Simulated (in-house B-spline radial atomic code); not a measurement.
Ar III (Ar2+) is squeezed into an impenetrable sphere of radius R (the orbitals vanish at R). Level of theory: non-relativistic PBE, spin-polarised, spherical fractional occupations, point nucleus; calculated with a B-spline radial code for spherical atoms.

Energies in eV above the free ion in [Ne] 3s2 3p4:

| R (bohr) | highest level (eV) | [Ne] 3s2 3p4 | [Ne] 3s2 3p3 3d1 | [He] 2s2 2p5 3s2 3p4 3d1 | -dE/dV in [Ne] 3s2 3p4 (GPa) |
| --- | --- | --- | --- | --- | --- |
| 7.52 | -34 | 2.721e-05 | 17.4 | 256 | 0.000128 |
| 5.92 | -34 | 0.002847 | 17.44 | 256 | 0.0198 |
| 5.31 | -34 | 0.01579 | 17.51 | 256.1 | 0.134 |
| 4.33 | -33.7 | 0.2298 | 18.04 | 256.4 | 2.83 |
| 3.58 | -32.7 | 1.662 | 20.14 | 258.1 | 29 |
| 2.98 | -29.6 | 7.791 | 27.3 | 264.5 | 193 |
| 2.47 | -21.9 | 28.61 | 49.31 | 285.7 | 1030 |
| 2.05 | -5.75 | 84.27 | 105.3 | 342.9 | 4490 |
| 1.98 | -1.34 | 101.2 | 122 | 360.4 | 5820 |
| 1.53 | 53.9 | 342.1 | 354.7 | 612.7 | 35500 |

Problem. Does [Ne] 3s2 3p3 3d1 fall below [Ne] 3s2 3p4 under compression?

Solution. No, it stays above over the whole range.

Problem. Does [He] 2s2 2p5 3s2 3p4 3d1 fall below [Ne] 3s2 3p4 under compression?

Solution. No, it stays above over the whole range.

The highest level is first positive in the row R = 1.53 bohr, pushed up by confinement above the zero of the free ion's potential. Each configuration is held fixed and needn't be the lowest in the sphere.
